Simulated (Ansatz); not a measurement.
The first iterations of a band of ClH + H4O2Si (9 atoms, charge 0, multiplicity 1).

Method: Ansatz 0.2.0, UKS PBE0/def2-SVP.

- movable images: 7
- climbing image: yes
- spring: 5.0 eV/Å²
- optimiser: quadratic models (default)
- start path: through a guess of the saddle point
- force threshold: 0.05 eV/Å
- iteration limit: 60
- end points: relaxed

First end point:

```xyz
9
Properties=species:S:1:pos:R:3
Si -0.644 -0.669 -0.387
O 0.292 -0.672 1.023
H -0.769 -2.053 -0.909
H -1.939 -0.098 0.062
O 0.094 0.208 -1.573
H 0.712 1.058 1.217
Cl 0.850 2.326 0.896
H 1.088 -1.216 0.998
H 0.317 1.117 -1.328
```

Last end point:

```xyz
9
Properties=species:S:1:pos:R:3
Si -1.027 0.062 -0.303
O 1.457 -0.846 1.228
H -1.262 -1.231 0.365
H -2.153 0.459 -1.195
O 0.368 -0.027 -1.210
H 1.449 0.025 1.642
Cl -0.882 1.582 1.103
H 1.599 -0.641 0.293
H 0.451 0.615 -1.923
```

| iteration | highest image above the first end (eV) | largest band force component (eV/Å) |
| --- | --- | --- |
| 1 | 2.736 | 13.488 |
| 2 | 1.145 | 2.678 |
| 3 | 1.223 | 4.669 |
| 4 | 0.951 | 1.099 |
| 5 | 0.907 | 0.496 |
| 6 | 0.908 | 0.454 |
| 7 | 0.863 | 0.341 |

Question: Does the band converge within its limit, and where does its top end?

Answer: It converged. It ended after 22 iterations with the highest image 0.776 eV above the first end. A vibrational analysis at the climbing image gives 2 clearly imaginary modes (175i, 45i cm⁻¹): a point of higher order, so a lower path passes nearby. The orbitals were unrestricted but ended closed-shell.

Run time: 2.4 min on 2 threads of AMD EPYC 9R45 96-Core Processor (Zen 5), on a shared host, peak memory 0.27 GiB.
